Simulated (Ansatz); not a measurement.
Reaction (substitution at a C–C bond): `CC(O)F` + H₂Se → `OC(F)[SeH]` + CH₄

Computed with Ansatz on PBE0-D4/def2-TZVP structures; ΔE is electronic, products minus reactants. CCSD(T)/CBS is the MP2 limit (def2-TZVPP, def2-QZVPP) plus CCSD(T) − MP2 in def2-TZVPP, frozen cores. This one scheme is used for every species. DFT in def2-TZVPP. HSE06 is defined as in plane-wave codes. For Se outer-core shells are correlated without core-valence functions, which leaves a few kJ/mol of doubt a bond. Scalar relativity is left out up to krypton. Each species was taken in one conformer, which may not be the lowest.

`CC(O)F`:

Cartesian coordinates in Å:
```
C 0.137 0.613 0.811
C -0.140 -0.096 -0.480
O 0.389 -1.366 -0.423
F -1.515 -0.177 -0.670
H -0.266 0.027 1.638
H 1.213 0.729 0.949
H -0.331 1.597 0.805
H 0.234 0.459 -1.351
H 0.280 -1.788 -1.280
```

H₂Se:

Cartesian coordinates in Å:
```
Se -0.207 0.306 -0.576
H 0.613 0.719 0.568
H -0.406 -1.025 0.008
```

`OC(F)[SeH]`:

Cartesian coordinates in Å:
```
O 0.750 -0.519 -1.183
C 0.169 0.309 -0.277
F 1.043 0.656 0.718
Se -1.404 -0.570 0.544
H 0.944 -1.363 -0.756
H -0.132 1.219 -0.794
H -1.370 0.267 1.749
```

CH₄:

Z-matrix (Å, degrees):
```
C
H 1 1.090
H 1 1.090 2 109.5
H 1 1.090 2 109.5 3 -120.0
H 1 1.090 2 109.5 3 120.0
```

(1) Is it downhill or uphill in electronic energy at CCSD(T)/CBS, and by how much? (Estimate.)

(2) What do these levels give: r2SCANh-D4, HSE06-D4, CAM-B3LYP-D4, ωB97X-V, ωB97M-V, BLYP, LC-ωPBE, MP2/def2-TZVPP, CCSD/def2-TZVPP, HF/def2-QZVPP, SCS-MP2/def2-QZVPP, CCSD/CBS(def2)? (Best estimate.)

(3) What do rigid-rotor, harmonic-oscillator terms from PBE0-D4/def2-TZVP frequencies (298.15 K, 1 bar) make of the CCSD(T)/CBS value? (Best estimate.)

Largest T1 diagnostic among the species: 0.011.

Answers

(1) Ansatz gave: Uphill: ΔE = +0.23 eV.

(2) Ansatz gave: r2SCANh-D4 0.18, HSE06-D4 0.18, CAM-B3LYP-D4 0.24, ωB97X-V 0.24, ωB97M-V 0.22, BLYP 0.12, LC-ωPBE 0.27, MP2/def2-TZVPP 0.19, CCSD/def2-TZVPP 0.27, HF/def2-QZVPP 0.38, SCS-MP2/def2-QZVPP 0.22, CCSD/CBS(def2) 0.27 eV.

(3) Ansatz gave: ΔZPE = +0.03 eV, ΔH = +0.26 eV, ΔS = -9 J/(mol·K), ΔG = +0.29 eV.

From r2SCAN to r2SCAN0 (25 % exact exchange), in def2-TZVPP and without D4, ΔE moves by +0.06 eV. At CCSD(T), def2-SVP lies +0.15 eV from the extrapolated value and def2-TZVPP −0.00 eV.
